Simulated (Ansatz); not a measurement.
Br$_{2}$HOSi, SMILES `O[Si](Br)Br` radical. The species carries charge 0 and has multiplicity 2.

(1) What are the harmonic wavenumbers in cm⁻¹ at PBE0-D4/def2-TZVP (Ansatz, finite differences of forces, unscaled)? (Estimate.)

(2) Is this a minimum?

(3) Give the ideal-gas thermochemistry at 298.15 K and 1 bar (rigid rotor, harmonic oscillator; point group C1, symmetry number 1).

Answers

(1) The calculation gave: 104, 154, 238, 250, 385, 464, 797, 919, 3888.

(2) Yes, all 9 modes are real.

(3) Zero-point energy 43.1 kJ/mol; H(298) − E = 61.0 kJ/mol; entropy 351.7 J/(mol·K), of which translation 175.2, rotation 121.9, vibration 48.8, electronic 5.8; G(298) − E = -43.9 kJ/mol.
